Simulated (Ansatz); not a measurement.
Cost and result for the atomization energy of CH6FGeNS, SMILES `[NH2][GeH2][S]CF` (11 atoms, 10 bonds).

Cartesian coordinates in Å:
```
N -1.2758 0.6324 -1.5167
Ge -0.3603 -0.8343 -0.9203
S -0.1938 -1.0276 1.3092
C 1.0728 0.2172 1.5691
F 0.6247 1.4956 1.2976
H -2.2587 0.6200 -1.2784
H -0.8833 1.5032 -1.1822
H 1.0808 -0.7216 -1.4422
H -1.1062 -2.0879 -1.3898
H 1.9403 0.0317 0.9322
H 1.3595 0.1714 2.6214
```

Charge 0, multiplicity 1. Correlated methods include outer-core shells of Ge, which these sets cover unevenly. Scalar relativity is left out up to krypton. The structure was optimised at the PBE0-D4/def2-TZVP level. It is one conformer, not always the lowest. Program: Ansatz. Hardware: A = 2 threads of an AMD EPYC 7R13 on a shared host; B = 2 threads of an AMD EPYC 7R13 on a shared host and a share of an NVIDIA H100 80 GB. Times are those of one run each, without the atoms' runs, and a repeat can differ threefold. Electronic energies, without spin–orbit coupling; frozen cores. CCSD(T)/CBS adds CCSD(T) − MP2 in def2-TZVPP to the MP2 limit, and its time is that of the two runs behind it. T1 = 0.012. With those shells the extrapolation isn't a true limit. B3LYP takes the VWN-RPA correlation (the form of Gaussian; ORCA's B3LYP/G).

CCSD(T)/CBS is a level of theory with its own doubt, some kJ/mol a heavy atom from the limit and from the frozen cores, so smaller differences don't rank the functionals.

```
                                 level  functions  wall time
   PBE-D4/def2-TZVPP (with forces) [A]        267      4.6 s
                    MP2/def2-QZVPP [B]        510      6.5 s
                CCSD(T)/def2-TZVPP [B]        267      6.5 s
                PBE0-D4/def2-TZVPP [A]        267      7.5 s
r2SCAN-D4/def2-TZVPP (with forces) [A]        267      8.5 s
 B3LYP-D4/def2-TZVPP (with forces) [A]        267       11 s
                 B2PLYP/def2-TZVPP [A]        267       13 s
                     CCSD(T)/CBS(def2)          –       13 s
                ωB97X-V/def2-TZVPP [A]        267       16 s
  ωB97M-V/def2-TZVPP (with forces) [A]        267       22 s
```

Q: What atomization energy does each give, and how far from CCSD(T)/CBS? (Best estimate.)

A: The calculation gave: 
| level | atomization (kcal/mol) | difference from CCSD(T)/CBS | per bond |
| --- | --- | --- | --- |
| PBE-D4/def2-TZVPP (with forces) [A] | 879.8 | 16.0 | 1.6 |
| MP2/def2-QZVPP [B] | 864.7 | 0.9 | 0.1 |
| CCSD(T)/def2-TZVPP [B] | 839.2 | -24.6 | -2.5 |
| PBE0-D4/def2-TZVPP [A] | 860.4 | -3.4 | -0.3 |
| r2SCAN-D4/def2-TZVPP (with forces) [A] | 862.7 | -1.1 | -0.1 |
| B3LYP-D4/def2-TZVPP (with forces) [A] | 859.7 | -4.1 | -0.4 |
| B2PLYP/def2-TZVPP [A] | 849.6 | -14.2 | -1.4 |
| CCSD(T)/CBS(def2) | 863.8 | 0.0 | 0.0 |
| ωB97X-V/def2-TZVPP [A] | 868.2 | 4.4 | 0.4 |
| ωB97M-V/def2-TZVPP (with forces) [A] | 863.7 | -0.1 | 0.0 |

From PBE to PBE0 (25 % exact exchange), in def2-TZVPP and without D4, the atomization energy moves by −18.5 kcal/mol: exact exchange takes away binding that semilocal exchange gives to molecules. The D4 term adds +9.4 kcal/mol with B3LYP and +5.0 kcal/mol with PBE0; it sums over pairs of atoms, weighted by their polarisabilities, and B3LYP, whose exchange is more repulsive, gets the larger term. In def2-TZVPP, CCSD(T) changes the Hartree–Fock value by +248.5 kcal/mol (the triples alone add +15.1 kcal/mol) and MP2 by +259.7 kcal/mol; breaking electron pairs costs correlation energy, which Hartree–Fock lacks.
